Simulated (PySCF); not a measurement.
Ga(AsH2)(F)2 (AsF₂GaH₂), SMILES [F][Ga]([F])[AsH2].

Geometry: r2SCAN-D4/def2-SVP. The structure was generated by enumeration; whether it is a known compound was not checked.

Two levels are set side by side: TDA-PBE/def2-SVPD (PySCF) and TDA-CAM-B3LYP/def2-SVPD (PySCF). Vertical, same geometry. The lowest singlet is HOMO→LUMO+1 50 %, HOMO→LUMO 41 % with PBE and HOMO→LUMO 57 %, HOMO→LUMO+1 36 % with the other functional; states are paired by order. Differences are taken from unrounded values.

```
quantity                               TDA-CAM-B3LYP  TDA-PBE  TDA-PBE minus TDA-CAM-B3LYP
-------------------------------------  -------------  -------  ---------------------------
lowest singlet excitation (eV)                  6.17     5.60                        -0.57
lowest triplet excitation (TDA) (eV)            4.91     4.58                        -0.34
first bright state (f over 0.05) (eV)           6.17     5.60                        -0.57
its oscillator strength                         0.17     0.09                        -0.08
```

Functionals without exact exchange tend to place singlet excitations lower, as here. Differences between two approximate levels are no errors against the true value.

Rough cost on one machine, each run with all the roots and properties that it gave: TDA-CAM-B3LYP against TDA-PBE about 4 times.
